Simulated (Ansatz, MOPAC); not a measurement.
Species: methylidenesilane, CH₄Si (charge 0, singlet). SMILES: C=[SiH2]

Atoms: C1, Si2, H3, H4, H5, H6. Bonds: C1-Si2, C1-H3, C1-H4, Si2-H5, Si2-H6.

Bond lengths (Å) and angles (degrees) optimised at PM3 with MOPAC; MNDO with MOPAC; HF/STO-3G with Ansatz (an electronic-structure program); HF/6-31G* with Ansatz; B3LYP/6-31G* with Ansatz; MP2/6-31G* with Ansatz, each started from the B3LYP-D3(BJ)/def2-TZVP structure (Ansatz) of the last column. A row stands for all coordinates that are equal there; 6 of 7 kinds are shown. 6-31G* holds six Cartesian d functions. No wavenumbers were computed at MNDO, HF/STO-3G, MP2/6-31G*, so these may be saddle points.

```
coordinate    PM3   MNDO  HF/STO-3G  HF/6-31G*  B3LYP/6-31G*  MP2/6-31G*  B3LYP-D3(BJ)/def2-TZVP
----------  -----  -----  ---------  ---------  ------------  ----------  ----------------------
C1-Si2      1.602  1.607      1.639      1.694         1.710       1.715                   1.701
C1-H3       1.089  1.087      1.075      1.076         1.086       1.086                   1.082
Si2-H5      1.483  1.370      1.419      1.467         1.479       1.477                   1.473
Si2-C1-H3   125.7  124.7      123.1      122.5         122.4       122.0                   122.2
C1-Si2-H5   122.1  122.6      122.7      122.9         122.6       122.5                   122.6
H3-C1-H4    108.6  110.6      113.8      115.0         115.2       116.0                   115.5
```

Mean signed difference of all 5 bond lengths from B3LYP-D3(BJ)/def2-TZVP: PM3 -0.013 Å, MNDO -0.058 Å, HF/STO-3G -0.037 Å, HF/6-31G* -0.006 Å, B3LYP/6-31G* 0.006 Å, MP2/6-31G* 0.006 Å.
